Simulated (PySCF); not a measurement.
Computed shifts of a molecule CH7FOSi3, PBE/pcSseg-1 (PySCF), GIAO, gas phase, atoms alike by connectivity averaged where their shifts nearly agree, in ppm (number of nuclei): ¹⁹F: -247.4 (1). ²⁹Si: 25.4 (1), -7.2 (1), -32.3 (1). ¹³C: 70.0 (1). ¹H: 6.61 (1), 6.47 (1), 5.62 (1), 5.59 (1), 5.48 (1), 5.47 (1), 5.41 (1). References: ¹⁹F against CFCl3 (σ = 133.6 ppm); ²⁹Si against TMS (σ = 335.4 ppm); ¹³C against TMS (σ = 182.0 ppm); ¹⁷O against H2O (σ = 334.3 ppm); ¹H against TMS (σ = 31.49 ppm), references at their B3LYP-D3(BJ)/def2-TZVP geometries, non-relativistic. Coordinates come from a PBE0-D3(BJ)/def2-SVP optimisation. The values are those of a single conformer.

### Question
Identify the compound among the candidates.
(A) F[Si@H]1[SiH2]O[C@@H]1[SiH3]
(B) FC[SiH]1[SiH2]O[SiH2]1
(C) O[Si@H]1C[SiH2][Si@H]1F
(D) F[SiH2][C@H]1O[SiH2][SiH2]1

### Answer
D, F[SiH2][C@H]1O[SiH2][SiH2]1
